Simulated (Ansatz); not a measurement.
The same path of Cl2GaH + H4Si (9 atoms, charge 0, multiplicity 1) was run twice with different band settings. Lost on the way: Ga1–H2, H5–Si6. Made: Ga1–Si6, H2–H5.

Method: RKS PBE-D4/def2-SVP in Ansatz.

Relaxed end points:

```xyz
9
Properties=species:S:1:pos:R:3
Ga -1.752 0.354 -0.043
H -2.652 -0.710 0.660
Cl -1.580 0.490 -2.199
Cl -0.984 2.088 1.021
H -0.036 -0.814 0.254
Si 1.434 -0.419 0.107
H 1.950 -0.180 1.493
H 2.096 -1.605 -0.535
H 1.525 0.796 -0.758
```

```xyz
9
Properties=species:S:1:pos:R:3
Ga -0.648 0.807 -0.420
H -1.826 -1.045 1.124
Cl -1.740 0.506 -2.271
Cl -1.684 2.083 1.001
H -1.690 -1.553 0.559
Si 1.555 -0.067 -0.050
H 1.833 -0.132 1.425
H 1.650 -1.440 -0.654
H 2.552 0.843 -0.714
```

Common settings: climbing image yes; spring 5.0 eV/Å²; optimiser quadratic models (default); start path through a guess of the saddle point; force threshold 0.05 eV/Å; iteration limit 60; end points relaxed.

| run | movable images |
| --- | --- |
| 1 | 9 |
| 2 | 2 |

(1) What does each run give, and how far can it be trusted?

Answers

(1) Run 1: converged after 10 iterations, highest image 1.685 eV above the first end. A vibrational analysis at the climbing image gives one clearly imaginary mode, 1270i cm⁻¹: a first-order saddle point.
Run 2: converged after 13 iterations, highest image 1.685 eV above the first end. Neighbouring images differ by up to 1.7 eV, so the band resolves the path poorly. Another band between the same ends (9 images) ends at a top of the same energy, where a vibrational analysis finds 1 clearly imaginary mode. So few images can step over the top or miss a turn of the path.
The orbitals stay closed-shell, which can raise the energy where a bond breaks towards radicals; this wasn't checked here.
